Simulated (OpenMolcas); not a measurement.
**Fe II: effect of the active space**

```
Program             : OpenMolcas 26.06
Method              : CASSCF
Basis               : ANO-RCC-VQZP
Scalar Hamiltonian  : DKH2, point nucleus
Spin-orbit coupling : state interaction with AMFI integrals over the reference wave functions, term energies averaged over their components
```

A. 7 electrons in 6 orbitals (3d 4s); 2S+1 = 6 even, 6 roots; 2S+1 = 4 even, 40 roots kept (CI in the orbitals of an earlier block); 2S+1 = 2 even, 57 roots kept (CI in the orbitals of an earlier block); cost roughly 50 core-seconds
B. 7 electrons in 11 orbitals (3d 4s 4d); 2S+1 = 6 even, 5 roots; 2S+1 = 4 even, 12 roots kept (CI in the orbitals of an earlier block); cost roughly 8 core-minutes

Energies in cm⁻¹ above 3d⁶ 4s ⁶D_9/2, the measured ground level; measured values from NIST Handbook of Basic Atomic Spectroscopic Data.

```
        Level     A    B  Measured
3d⁶ 4s ⁶D_9/2   0.0  0.0       0.0
3d⁶ 4s ⁶D_7/2   386  352       385
3d⁶ 4s ⁶D_5/2   677  627       668
3d⁶ 4s ⁶D_3/2   880  823       863
3d⁶ 4s ⁶D_1/2  1001  941       977
```

Deviations, from unrounded energies. A percentage is the sum of absolute deviations over the sum of measured energies, with the sign that they share, or ± where signs differ.

| Against measurement | Levels | A | B |
| --- | --- | --- | --- |
| mean absolute deviation (cm-1) | 4 | 13 | 37 |
| fine structure of the ground term (%) | 4 | +1.8 | -5.2 |

A lies closest to measurement on these levels. The largest miss of A in the table is 3d⁶ 4s ⁶D_1/2, by +24 cm-1. The ranking rests on the paired levels alone, and a cruder setting can come out closer through cancelling errors.

The spin-orbit steps hold different terms of 3d⁶ 4s (B lacks among others ²D, ²F, ²G, ²H, ²I), which shifts levels as well.

Between A and B the level of the table that moves most is 3d⁶ 4s ⁶D_1/2, by 60 cm-1 (lowest in B, highest in A).

Without dynamic correlation excited terms often stand tens of per cent too high (terms of higher spin than the ground term too low), and those without a measured partner can miss by more than the paired ones. No level of 3d⁷ was computed, though it lies in the active space (holds for A). Active for correlation alone: 4d; no level in the range computed is led by a configuration that fills it, so any true level of that kind is missing (holds for B). Computed and measured levels are paired by configuration, term and J; levels that our copy of the source lacks, or whose pairing is in doubt (as where it misses far off the trend of its configuration), stay unpaired and out of the deviations. Only configurations of the active space appear. The table leaves out levels that lie high or whose names do not pair safely across all columns.
